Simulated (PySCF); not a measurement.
# Oxygen: a sound run and one with changed settings

Sound run: O⁺ [He] 2s2 2p3, O²⁺ [He] 2s2 2p2. Calculation: PySCF 2.14, in aug-cc-pVDZ-DK; the spin-free X2C one-electron Hamiltonian (Gaussian nucleus). In the sound run the correlated levels freeze 1s2. The sound run starts from symmetry-adapted Hartree-Fock orbitals and uses a fine grid where one is needed.

Changed run: all electrons correlated in a basis built for the valence shell.

```json
{"species": "O⁺", "method": "MP2", "sound run (hartree)": "-74.47813", "changed run (hartree)": "-74.47983", "converged": "yes"}
{"species": "O⁺", "method": "CCSD(T)", "sound run (hartree)": "-74.49488", "changed run (hartree)": "-74.49645", "converged": "yes"}
{"species": "O²⁺", "method": "MP2", "sound run (hartree)": "-73.19255", "changed run (hartree)": "-73.19420", "converged": "yes"}
{"species": "O²⁺", "method": "CCSD(T)", "sound run (hartree)": "-73.21586", "changed run (hartree)": "-73.21732", "converged": "yes"}
```

Ionisation energy of O⁺:

```json
{"method": "UHF", "sound run (eV)": "34.549", "changed run (eV)": "34.549"}
{"method": "MP2", "sound run (eV)": "34.982", "changed run (eV)": "34.984"}
{"method": "SCS-MP2", "sound run (eV)": "34.784", "changed run (eV)": "34.783"}
{"method": "CCSD", "sound run (eV)": "34.800", "changed run (eV)": "34.804"}
{"method": "CCSD(T)", "sound run (eV)": "34.804", "changed run (eV)": "34.807"}
```

A valence basis has no tight correlating functions, so it recovers only part of the core correlation, and not evenly between atom and ion.

For comparison, NIST gives 35.121 eV between the lowest levels.
